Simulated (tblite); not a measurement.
Species: C7H5O2 (doublet state).
Numbering: `[CH:1]#[C:2][C:3]1=[CH:4][CH:5][CH2:6][C:7](=[O:8])[O:9]1` (hydrogens: H10 on C1; H11 on C4; H12 on C5; H13, H14 on C6)
Bond orders are those of one Lewis drawing.

Computed with GFN2-xTB (tblite), gas phase: L-BFGS steps from a force-field or distance-geometry start until the largest atomic force falls under 0.01 eV/Å.

Step 78: E = -695.2567 eV
```
atom  x, y, z in Å  |  force x, y, z in eV/Å
C1      3.5026    0.2879   -0.0113   -0.001   0.010  -0.016
C2      2.2977    0.2060   -0.0240   -0.001  -0.007  -0.008
C3      0.9113    0.1015   -0.0334   -0.008   0.007   0.005
C4      0.2348   -1.1053    0.2031    0.004  -0.004  -0.011
C5     -1.1197   -1.1416    0.2179    0.005   0.001   0.000
C6     -1.9149    0.1061    0.0552   -0.025   0.007   0.007
C7     -1.1081    1.3144   -0.3861   -0.029   0.024  -0.017
O8     -1.6242    2.3333   -0.7610    0.029  -0.035   0.022
O9      0.2332    1.2507   -0.3391   -0.019   0.005   0.005
H10     4.5487    0.3549   -0.0149    0.021  -0.001   0.016
H11     0.8328   -1.9891    0.3569   -0.011  -0.005   0.001
H12    -1.6597   -2.0616    0.3696    0.001  -0.020   0.009
H13    -2.4014    0.3718    1.0059    0.012   0.016  -0.014
H14    -2.7337   -0.0296   -0.6610    0.023   0.002   0.001
```

Step 79: E = -695.2569 eV
```
atom  x, y, z in Å  |  force x, y, z in eV/Å
C1      3.5027    0.2856   -0.0149    0.000   0.009  -0.013
C2      2.2977    0.2055   -0.0287    0.007   0.000  -0.006
C3      0.9112    0.1026   -0.0366   -0.003   0.001   0.012
C4      0.2356   -1.1040    0.2036    0.008  -0.007  -0.017
C5     -1.1187   -1.1411    0.2215   -0.003   0.001   0.007
C6     -1.9150    0.1051    0.0530   -0.029   0.009   0.007
C7     -1.1086    1.3158   -0.3826   -0.037   0.043  -0.016
O8     -1.6261    2.3366   -0.7516    0.042  -0.054   0.028
O9      0.2327    1.2530   -0.3369   -0.021   0.000  -0.003
H10     4.5491    0.3511   -0.0136    0.013  -0.001   0.011
H11     0.8339   -1.9877    0.3571   -0.010   0.001   0.004
H12    -1.6572   -2.0610    0.3800   -0.001  -0.012   0.005
H13    -2.4114    0.3707    0.9986    0.018   0.009  -0.019
H14    -2.7266   -0.0327   -0.6709    0.015   0.000   0.000
```

Step 80: E = -695.2571 eV
```
atom  x, y, z in Å  |  force x, y, z in eV/Å
C1      3.5030    0.2846   -0.0202   -0.002   0.008  -0.007
C2      2.2979    0.2037   -0.0346    0.020   0.009  -0.002
C3      0.9113    0.1023   -0.0406    0.004  -0.003   0.014
C4      0.2360   -1.1036    0.2044    0.008  -0.010  -0.016
C5     -1.1182   -1.1408    0.2258   -0.010   0.003   0.012
C6     -1.9153    0.1040    0.0495   -0.024   0.009   0.004
C7     -1.1086    1.3175   -0.3780   -0.036   0.047  -0.008
O8     -1.6265    2.3419   -0.7366    0.043  -0.058   0.025
O9      0.2327    1.2539   -0.3363   -0.017  -0.006  -0.007
H10     4.5498    0.3501   -0.0129   -0.001  -0.003   0.004
H11     0.8337   -1.9871    0.3608   -0.005   0.004   0.003
H12    -1.6555   -2.0604    0.3923   -0.001   0.000   0.000
H13    -2.4235    0.3696    0.9888    0.017   0.001  -0.021
H14    -2.7174   -0.0361   -0.6843    0.004  -0.002  -0.001
```

Step 81: E = -695.2573 eV
```
atom  x, y, z in Å  |  force x, y, z in eV/Å
C1      3.5036    0.2848   -0.0255   -0.009   0.006  -0.002
C2      2.2984    0.2017   -0.0395    0.026   0.013   0.002
C3      0.9116    0.1010   -0.0434    0.009  -0.006   0.008
C4      0.2359   -1.1039    0.2056    0.003  -0.007  -0.007
C5     -1.1182   -1.1406    0.2294   -0.014   0.008   0.012
C6     -1.9159    0.1031    0.0459   -0.018   0.009   0.001
C7     -1.1083    1.3189   -0.3735   -0.023   0.030   0.000
O8     -1.6252    2.3472   -0.7214    0.029  -0.044   0.016
O9      0.2330    1.2530   -0.3372   -0.008  -0.008  -0.006
H10     4.5505    0.3515   -0.0137   -0.009  -0.004  -0.003
H11     0.8326   -1.9871    0.3668    0.001   0.003  -0.002
H12    -1.6550   -2.0598    0.4016    0.000   0.009  -0.002
H13    -2.4341    0.3688    0.9796    0.014  -0.007  -0.022
H14    -2.7096   -0.0391   -0.6967    0.000  -0.001   0.003
```

Question: Estimate the geometry and energy of step 82. (The exact step hangs on the optimiser's Hessian estimate; all steps are aligned on step 81, rigid shifts and turns removed.)

Answer: E = -695.2574 eV, largest force 0.028 eV/Å
```
atom  x, y, z in Å  |  force x, y, z in eV/Å
C1      3.5040    0.2857   -0.0284   -0.013   0.005   0.001
C2      2.2990    0.2005   -0.0419    0.024   0.013   0.004
C3      0.9120    0.0995   -0.0445    0.008  -0.005   0.000
C4      0.2356   -1.1046    0.2063   -0.002  -0.004   0.005
C5     -1.1187   -1.1405    0.2314   -0.010   0.010   0.007
C6     -1.9165    0.1027    0.0434   -0.007   0.006  -0.002
C7     -1.1079    1.3196   -0.3708   -0.006   0.005   0.004
O8     -1.6232    2.3506   -0.7117    0.009  -0.019   0.005
O9      0.2334    1.2516   -0.3386    0.000  -0.008  -0.001
H10     4.5508    0.3537   -0.0152   -0.011  -0.004  -0.005
H11     0.8315   -1.9875    0.3714    0.004  -0.001  -0.006
H12    -1.6554   -2.0592    0.4065   -0.001   0.011  -0.002
H13    -2.4396    0.3683    0.9740    0.005  -0.010  -0.017
H14    -2.7056   -0.0409   -0.7040   -0.001   0.002   0.005
```

The energy changes by -0.0001 eV. The first-order estimate −F·Δx gives -0.0001 eV and the mean of the old and new forces, exact on a quadratic surface, -0.0001 eV. The step makes an angle of 85° with the force vector and moves no atom by more than 0.011 Å.

The cost below is that of the whole relaxation. On one thread, Intel Xeon at 2.70 GHz (x86_64), no GPU, shared host with 64 logical CPUs at a one-minute load of 54, this took 0.94 s.
